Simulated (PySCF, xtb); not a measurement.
CH₅FO₂Si₂, SMILES O=C(O)[Si@@H](F)[SiH3].

GFN2-xTB (xtb) at its own geometry gives an orbital gap of 3.28 eV and a dipole moment of 2.01 D.

Geometry: PBE0-D3(BJ)/def2-SVP. The structure was generated by enumeration; whether it is a known compound was not checked. Other conformers were not sampled.

**Question.** What does B3LYP/def2-TZVP (PySCF) give? (The exact figures need the calculation; the answer reports its results.)

**Answer.** gap 6.61 eV (levels -7.88 and -1.27 eV), dipole 0.28 D.
